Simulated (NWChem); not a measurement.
System: CH$_{3}$FMoO$_{2}$; SMILES [Mo](=[O])(=[O])([F])[CH3]

Parts of the log:

```
             Northwest Computational Chemistry Package (NWChem) 7.3.0
             --------------------------------------------------------

 CS  symmetry detected

                             Geometry "geometry" -> ""
                             -------------------------

 Output coordinates in angstroms (scale by  1.889725989 to convert to a.u.)

  No.       Tag          Charge          X              Y              Z
 ---- ---------------- ---------- -------------- -------------- --------------
    1 Mo                  42.0000     0.08066639     0.05439657     0.00000000
    2 O                    8.0000     1.01857501    -0.22823099    -1.34907901
    3 O                    8.0000     1.01857501    -0.22823099     1.34907901
    4 F                    9.0000    -0.74684911     1.70497093     0.00000000
    5 C                    6.0000    -1.35496753    -1.46529571     0.00000000
    6 H                    1.0000    -1.97818584    -1.36448833    -0.90395590
    7 H                    1.0000    -1.97818584    -1.36448833     0.90395590
    8 H                    1.0000    -0.87736979    -2.45694728     0.00000000

 Effective nuclear repulsion energy (a.u.)     495.4853966249

      Symmetry information
      --------------------

 Group name             Cs
 Group number              2
 Group order               2
 No. of unique centers     6

                                 NWChem DFT Module
                                 -----------------

 Summary of "ao basis" -> "ao basis" (spherical)
 ------------------------------------------------------------------------------
       Tag                 Description            Shells   Functions and Types
 ---------------- ------------------------------  ------  ---------------------
 Mo                        def2-svpd                12       34   5s4p2d1f
 O                         def2-svpd                 9       23   4s3p2d
 F                         def2-svpd                 9       23   4s3p2d
 C                         def2-svpd                 8       20   4s2p2d
 H                         def2-svpd                 4        8   2s2p

      Symmetry analysis of basis
      --------------------------

        a'         90
        a"         57

            General Information
            -------------------
          SCF calculation type: DFT
          Wavefunction type:  closed shell.
          No. of atoms     :     8
          No. of electrons :    48
           Alpha electrons :    24
            Beta electrons :    24
          Charge           :     0
          Spin multiplicity:     1
          Use of symmetry is: on ; symmetry adaption is: on
          Maximum number of iterations: 150
          AO basis - number of functions:   147
                     number of shells:    59
          Convergence on energy requested:  1.00D-06
          Convergence on density requested:  1.00D-05
          Convergence on gradient requested:  5.00D-04

              XC Information
              --------------
                         B3LYP Method XC Potential
                     Hartree-Fock (Exact) Exchange  0.200
                        Slater Exchange Functional  0.800 local
                    Becke 1988 Exchange Functional  0.720 non-local
              Lee-Yang-Parr Correlation Functional  0.810
                  VWN I RPA Correlation Functional  0.190 local

             Grid Information
             ----------------
          Grid used for XC integration:  xfine
          Radial quadrature: Mura-Knowles
          Angular quadrature: Lebedev.
          Tag              B.-S. Rad. Rad. Pts. Rad. Cut. Ang. Pts.
          ---              ---------- --------- --------- ---------
          Mo                  1.45      205          11.0      1454
          O                   0.60      100          12.0      1454
          F                   0.50      100          12.0      1454
          C                   0.70      100          12.0      1454
          H                   0.35      100          13.0      1202
          Grid pruning is: on
          Number of quadrature shells:   705
          Spatial weights used:  Erf1

      Superposition of Atomic Density Guess
      -------------------------------------

 Sum of atomic energies:        -365.10162742

      Non-variational initial energy
      ------------------------------

 Total energy =    -355.815254
 1-e energy   =    -952.018337
 2-e energy   =     374.321125
 HOMO         =      -0.373277
 LUMO         =      -0.059697

      Symmetry analysis of molecular orbitals - initial
      -------------------------------------------------

  Numbering of irreducible representations:

     1 a'          2 a"

  Orbital symmetries:

     1 a'          2 a'          3 a"          4 a'          5 a'
     6 a"          7 a'          8 a'          9 a'         10 a'
    11 a"         12 a'         13 a'         14 a"         15 a'
    16 a'         17 a"         18 a'         19 a"         20 a'
    21 a"         22 a'         23 a"         24 a'         25 a'
    26 a"         27 a'         28 a'         29 a'         30 a"
    31 a'         32 a'         33 a"         34 a'

[...]

                         DFT ENERGY GRADIENTS

    atom               coordinates                        gradient
                 x          y          z           x          y          z
   1 Mo      0.152437   0.102795   0.000000    0.012514   0.001188   0.000000
   2 O       1.924828  -0.431294  -2.549390   -0.011043   0.002991   0.016481
   3 O       1.924828  -0.431294   2.549390   -0.011043   0.002991  -0.016481
   4 F      -1.411340   3.221928   0.000000    0.005559  -0.011070   0.000000
   5 C      -2.560517  -2.769007   0.000000    0.003676   0.004024   0.000000
   6 H      -3.738229  -2.578509  -1.708229   -0.000078   0.000137  -0.000388
   7 H      -3.738229  -2.578509   1.708229   -0.000078   0.000137   0.000388
   8 H      -1.657988  -4.642957   0.000000    0.000494  -0.000397   0.000000
```

Level: B3LYP/def2-SVPD with def2 effective core potentials on Mo. Coordinates come from a PBE0/def2-SVP optimisation. No frequency run checked for a minimum. B3LYP is NWChem's, with the RPA form of VWN correlation. def2 effective core potentials on Mo; no spin-orbit coupling.

Q: Reconstruct the input file.

A: Several could match; the one computed here: the input that was run:
```
start job
memory heap 200 mb stack 900 mb global 1100 mb
geometry units angstroms noautoz
  Mo     0.054804     0.022673     0.000234
  O      0.826248    -0.583827    -1.347536
  O      0.821114    -0.584709     1.350617
  F     -0.109633     1.861732     0.000544
  C     -1.838171    -0.864536    -0.003668
  H     -2.379065    -0.542391    -0.908843
  H     -2.382892    -0.541943     0.899065
  H     -1.757583    -1.962251    -0.003214
end
basis spherical
  Mo library def2-svpd
  O library def2-svpd
  F library def2-svpd
  C library def2-svpd
  H library def2-svpd
end
ecp
  Mo library def2-ecp
end
dft
  xc b3lyp
  iterations 150
  grid xfine
end
task dft gradient
```
